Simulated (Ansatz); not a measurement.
System: C4H, net charge -1, singlet state. It need not be the lowest isomer of its formula. Whether it binds its extra electron was not tested at this geometry. 
Coordinates optimised at B3LYP-D3(BJ)/def2-TZVP (Ansatz, an electronic-structure program):
SMILES: [C-]#CC#C
```xyz
5

C      0.0000     0.0000    -2.0385
C      0.0000     0.0000    -0.7913
C      0.0000     0.0000     0.5676
C      0.0000     0.0000     1.7877
H      0.0000     0.0000     2.8469
```
Charge -1, spin multiplicity 1.

Parts of the frozen-core correlation energy in STO-3G (Ansatz, hartree). Frozen orbitals: 4; correlated occupied orbitals by spin: 9 and 9; virtual: 8 and 8. Spin-orbit coupling is left out. Non-relativistic. The restricted reference is unstable.

```json
[
 {"term": "reference (HF)", "value": "-149.83756"},
 {"term": "MP2 opposite-spin", "value": "-0.20897"},
 {"term": "MP2 same-spin", "value": "-0.06778"},
 {"term": "CCSD correlation", "value": "-0.29452"},
 {"term": "(T)", "value": "-0.00790"},
 {"term": "T1 diagnostic", "value": "0.014"},
 {"term": "largest doubles amplitude", "value": "0.104"}
]
```
